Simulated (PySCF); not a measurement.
Compound: [MoOCl5]2- (charge -2 and doublet state).
SMILES: `[O]=[Mo-2]([Cl])([Cl])([Cl])([Cl])[Cl]`

The calculation used PBE0-D3(BJ)/def2-SVP geometry optimisation, gas phase, def2 core potentials past Kr (PySCF).

Masses are those of the commonest isotopes; rigid-rotor values at the optimised geometry. 

(1) Give the principal moments of inertia and the rotational constants in MHz.

(2) Classify the top.

(3) Is it planar, by Δ = Ic − Ia − Ib?

(4) Where do the R-branch lines fall?

(5) Estimate the classical rotational partition function at 10 K, 100 K and 298.15 K.

## Answers

(1) Ia = 661.83, Ib = 661.90, Ic = 828.50 u·Å²; 505379 MHz·u·Å²/I gives A = 763.6, B = 763.5, C = 610.0 MHz.

(2) An oblate symmetric top, as the point group C4v requires two equal moments; Ray's κ = 0.999.

(3) Not planar: Δ = Ic − Ia − Ib = -495.23 u·Å². For a rigid frame Δ = −2 Σ m c², so Σ m c² = 247.62 u·Å² lies off the ab plane. The atom farthest from that plane is 2.25 Å away.

(4) The dipole of 1.57 D (about the centre of mass, as the species is charged) lies along the symmetry axis, so ΔK = 0 and J+1 ← J falls at 2B(J+1) for every K: 1.53 GHz, 3.05 GHz, 4.58 GHz, 6.11 GHz, 7.64 GHz for J = 0 to 4.

(5) Point group C4v, symmetry number σ = 4; q = (√π/σ)·√((kT/h)³/(ABC)), k/h = 20836.6 MHz/K: 2230 at 10 K, 70700 at 100 K, 364000 at 298.15 K.

For this open shell read J as N, the rotation without spin; fine and hyperfine splittings come on top. Not checked by PBE0-D3(BJ)/def2-SVP frequencies. ⟨S²⟩ = 0.760 (exact for a doublet: 0.75). Whether so highly charged an anion holds all its electrons in the gas phase wasn't checked; a finite basis holds them in any case. The ion is multiply charged and computed without counter-ions or solvent. The geometry's basis has no diffuse functions, a weakness for an anion. Zero-point vibration and centrifugal distortion are left out.

For an open-shell metal species like this, the optimisation's SCF solution wasn't tested for stability and no frequencies at its level were run, so a lower state or another shape may exist.
